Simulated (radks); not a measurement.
Neutral samarium inside a hard spherical wall (all orbitals vanish at R), configuration held at [Xe] 4f6 6s2 and not refilled when levels cross. Method: scalar-relativistic Kohn-Sham, r2SCAN, spin-unpolarised, spherical densities, finite nucleus; meta-GGA in the generalised Kohn-Sham scheme; Fermi nuclear charge, rms radius 5.0819 fm; computed with a radial shooting solver on a logarithmic mesh with Libxc functionals. Eigenvalues in eV, with the zero of energy where the potential of the charges vanishes at infinity; a dash marks a level that is unbound or too diffuse for the functional's potential to be trusted. A positive occupied level is held by the wall or, in an anion where self-interaction has pushed it up, behind a barrier. The pressure on the wall is -dE/dV.

R (bohr)  E (hartree)  kinetic (hartree)    e(5s)    e(5p)   e(6s)   e(4f)  e(5d, empty)  e(6p, empty)  pressure (GPa)
free      -10427.6236          11145.758  -44.680  -24.153  -3.653  -2.245        -1.545        -1.106               0
10        -10427.6201          11145.789  -44.470  -23.945  -3.493  -2.040        -1.361        -0.753          0.0775
8         -10427.6012          11145.902  -43.863  -23.349  -2.939  -1.445        -0.815         0.258           0.744
6         -10427.4865          11146.396  -42.084  -21.638  -0.587   0.334         0.960         4.106            8.19
5         -10427.2686          11147.211  -40.189  -19.862   3.107   2.323         3.149         9.673            33.0
4         -10426.5791          11149.786  -36.346  -16.211  13.186   6.680         8.234        23.530             182
3         -10423.5817          11160.826  -25.740   -4.998  48.097  19.567        24.210        66.221            1640
1.5       -10348.1607          11387.799   138.32   184.32  540.44  145.42        256.03        591.21          220000
